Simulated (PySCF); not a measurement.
A GIAO shielding run with PySCF 2.14 (density fitting, non-relativistic, gas phase) on `InChI=1S/C5H11FN2Si/c1-8(2)9-5(6)3-4-7/h5H,3,9H2,1-2H3/t5-/m0/s1`:

```
$ OMP_NUM_THREADS=1 python probes_run.py task.json out

{"job": {"kind": "nmr", "xc": "PBE0", "basis": "pcSseg-1"}, "charge": 0, "multiplicity": 1}
C     -1.416036    -1.216032     0.370964
N     -1.235908     0.207138     0.167510
C     -2.351914     0.965746     0.683580
Si    -0.259972     0.846601    -1.089529
C      1.438052    -0.056932    -1.025011
F      1.292428    -1.357434    -1.493834
C      2.053598    -0.104588     0.375097
C      3.417785    -0.566837     0.332364
N      4.500604    -0.926751     0.265672
H     -0.598580    -1.772831    -0.075525
H     -1.453252    -1.432544     1.442633
H     -2.350908    -1.566487    -0.078973
H     -2.165005     2.028002     0.557647
H     -3.284541     0.713998     0.167504
H     -2.481318     0.751668     1.747208
H     -0.737508     0.710592    -2.472465
H     -0.013985     2.246193    -0.734652
H      2.139721     0.417055    -1.719900
H      1.468751    -0.774321     1.010040
H      2.032842     0.898442     0.807242
```

Hardware: 1 thread of an Arm Neoverse V1, shared host. The job also computes population analyses, field gradients.

**Question.** How large is the calculation?

**Answer.** 78 electrons, 215 basis functions and 1127 auxiliary functions.

**Question.** How long does it take, and how much memory does it need?

**Answer.** 46 s of wall time, with 14 SCF cycles and 5 response iterations; peak memory 1 GiB. Times on a shared host scatter by some tens of per cent.
